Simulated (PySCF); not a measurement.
Species: CH2B3F3O4.
Atom-mapped SMILES: `[F:1][C:2]([F:3])([F:4])[O:5][B:6]1[O:7][BH:8][O:9][BH:10][O:11]1`

Geometry (PBE0-D3(BJ)/def2-SVP, Å), atoms numbered from 1 in this order:
```
atom  x, y, z in Å
F1     2.1757    1.0519    1.2353
C2     2.3883    0.1346    0.2977
F3     2.5633    0.7600   -0.8610
F4     3.4991   -0.5153    0.5917
O5     1.3755   -0.7542    0.2378
B6     0.0889   -0.4256   -0.1065
O7    -0.8251   -1.4377   -0.1380
B8    -2.1230   -1.1666   -0.4882
O9    -2.4791    0.1224   -0.7926
B10   -1.5661    1.1418   -0.7453
O11   -0.2665    0.8580   -0.4043
H12   -2.9347   -2.0499   -0.5264
H13   -1.8909    2.2697   -0.9949
```

Definitions: NICS(0) = −σiso at the ring centroid; NICS(1) = −σiso and NICS(1)zz = −σzz at ±1 Å along the ring normal z. Level: GIAO PBE0/pcSseg-1 (PySCF, non-relativistic, gas phase) on the PBE0-D3(BJ)/def2-SVP geometry, one conformer.

Ring bond lengths (Å), with Mayer bond orders in brackets: B6–O7 1.364 (1.11), O7–B8 1.371 (1.08), B8–O9 1.372 (1.09), O9–B10 1.369 (1.10), B10–O11 1.373 (1.06), O11–B6 1.365 (1.08).

Question: What do the NICS probes read (ppm)?

Answer: 
| ring | type | NICS(0) | NICS(1), two faces | NICS(1)zz, two faces | rms pucker (Å) | centre to ring atoms, mean (Å) |
| --- | --- | --- | --- | --- | --- | --- |
| B6–O7–B8–O9–B10–O11 | 6-membered ring with 3 B and 3 O; formal bonds all single | -2.1 | -2.4 / -2.4 | -1.9 / -1.9 | 0.00 | 1.37 |

Question: What do they say, and how far can they be read as aromaticity?

Answer: 
- B6–O7–B8–O9–B10–O11: mean NICS(1)zz -1.9 ppm, near zero.

Question: What is the mean of the two in-plane components of NICS at the second NICS(1) probe listed for ring B6–O7–B8–O9–B10–O11, 1 Å off the ring?

Answer: The isotropic value is a third of the trace: (3 × -2.4 − (-1.9))/2 = -2.6 ppm.

Question: Give the inner angles of the rings and the Hirshfeld charges of the ring atoms.

Answer: 
- B6–O7–B8–O9–B10–O11: B6 121.2° (+0.324 e), O7 119.6° (-0.215 e), B8 119.2° (+0.267 e), O9 121.3° (-0.211 e), B10 119.1° (+0.267 e), O11 119.7° (-0.221 e); sum 720.0° against 720° for a flat convex ring.

Question: How do the values depend on the level or the medium?

Answer: 
```tsv
level	NICS(0), B6–O7–B8–O9–B10–O11	mean NICS(1)zz, B6–O7–B8–O9–B10–O11
PBE0/pcSseg-1, gas	-2.1	-1.9
wB97X-D/pcSseg-2, gas	-0.4	-1.5
PBE0/pcSseg-1, IEF-PCM acetone	-2.1	-1.7
PBE0/pcSseg-1, IEF-PCM chloroform	-2.1	-1.8
```

The geometry is the same throughout; the continuum's cavity takes Bondi-type radii × 1.2.
